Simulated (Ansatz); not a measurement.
`BC[SiH](N)F` → `B[SiH](N)F` + `[CH2]` (triplet) at 298.15 K and 1 bar (formal loss of a carbene).

Gas-phase electronic energies from Ansatz, PBE0-D4/def2-TZVP geometries. CCSD(T)/CBS is the MP2 limit (def2-TZVPP, def2-QZVPP) plus CCSD(T) − MP2 in def2-TZVPP, frozen cores. This one scheme is used for every species. Triplets are unrestricted, without spin–orbit coupling. One conformer a species, not always the lowest.

| species | CCSD(T)/CBS energy (Eh) | H − E (kJ/mol) | S (J/(mol·K)) |
| --- | --- | --- | --- |
| `BC[SiH](N)F` | -510.73515 | 248.6 | 356.7 |
| `B[SiH](N)F` | -471.43743 | 172.1 | 322.7 |
| `[CH2]` (triplet) | -39.09499 | 55.4 | 195.3 |

H − E and S are ideal-gas, rigid-rotor, harmonic terms from PBE0-D4/def2-TZVP, for one conformer and one mirror image of each species, with the whole ground term of open shells counted as degenerate. 1 Eh = 2625.50 kJ/mol, R = 8.31446 J/(mol·K).

Question: By hand: ΔE, ΔH, ΔS and ΔG.

Answer: ΔE = (-471.43743) + (-39.09499) − (-510.73515) = 0.20273 Eh = 532.3 kJ/mol. Δ(H − E) = 172.1 + 55.4 − 248.6 = -21.1, so ΔH = 511.2 kJ/mol. ΔS = 322.7 + 195.3 − 356.7 = 161.3 J/(mol·K). ΔG = 511.2 − 298.15 × (161.3)/1000 = 463.1 kJ/mol.

Question: By hand: the equilibrium constant, and the temperature at which ΔG would vanish if ΔH and ΔS stayed fixed.

Answer: log₁₀ K = −ΔG/(RT ln 10) = -81.1. ΔG = 0 at ΔH/ΔS = 3169 K, far beyond where these terms or the molecules hold.

The number of gas molecules changes by +1, which sets the sign of ΔS. A doubt of 5 kJ/mol in ΔE shifts log₁₀ K by 0.9 here. Other conformers and mirror images would add mixing entropy, several J/(mol·K) or more a flexible species. Modes under 60 cm⁻¹, often nearly free rotors, make the harmonic entropy too high. A triplet takes part, so the spin changes. These are equilibria of isolated gas molecules and say nothing of rates. Largest T1 diagnostic: 0.012 (customary marks: 0.02 for closed shells, 0.045 for open ones).
